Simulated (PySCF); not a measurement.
**Spin states and ions at one geometry of Pb2OF2**

PySCF 2.14.0, RKS PBE0, Pb def2-SVP with ECP60, O def2-SVP, F def2-SVP; non-relativistic Hamiltonian with scalar-relativistic core potentials where named; density fitting; no spin-orbit coupling; singlets restricted, open shells unrestricted. The geometry is relaxed for charge 0, singlet, vacuum:

```xyz
5

Pb    0.2503    0.6022    2.0364
Pb    0.2503    0.6022   -2.0364
O     0.4168    1.0031    0.0000
F    -0.5410   -1.3018    1.9671
F    -0.5410   -1.3018   -1.9671
```

Energies count from the relaxed state; an electron taken off or put on is at rest in vacuum. Charges and spins are Mulliken's.

Question: Order these states by energy, lowest first.
A. charge 0, singlet, vacuum
B. charge 0, triplet, vacuum
C. charge +1, doublet, vacuum
D. charge -1, doublet, vacuum

Answer: D (-0.78 eV), A (0.00 eV), B (3.43 eV), C (9.10 eV).

Question: How do charge and spin on the first atom follow?

Answer: 
```tsv
state	spin squared	charge on Pb1 (e)	spin on Pb1 (e)	dipole about the centre of mass (D)
charge 0, singlet, vacuum	0.00	0.87	0.00	5.96
charge 0, triplet, vacuum	2.01	0.76	0.69	5.68
charge +1, doublet, vacuum	0.76	1.21	0.15	5.92
charge -1, doublet, vacuum	0.77	0.40	0.54	5.42
```

With an electron taken off (doublet) the charges change, summed by element, by Pb +0.69 e, O +0.11 e, F +0.20 e. The vertical ionisation energy is 9.10 eV, against −ε(HOMO) = 7.33 eV of the relaxed state. The level lies 1.8 eV too high, as is usual for semilocal functionals and global hybrids, which keep a self-interaction error.

With an electron put on (doublet) the charges change, summed by element, by Pb -0.94 e, O +0.03 e, F -0.09 e. The vertical electron affinity is 0.78 eV, against −ε(LUMO) = 2.34 eV of the relaxed state. The basis has no diffuse functions, which an added electron needs. The added electron's level lies above zero.

Open shells may have lower solutions than those found.

A rough frequency check found unstable modes, so the relaxed geometry is probably a saddle point.
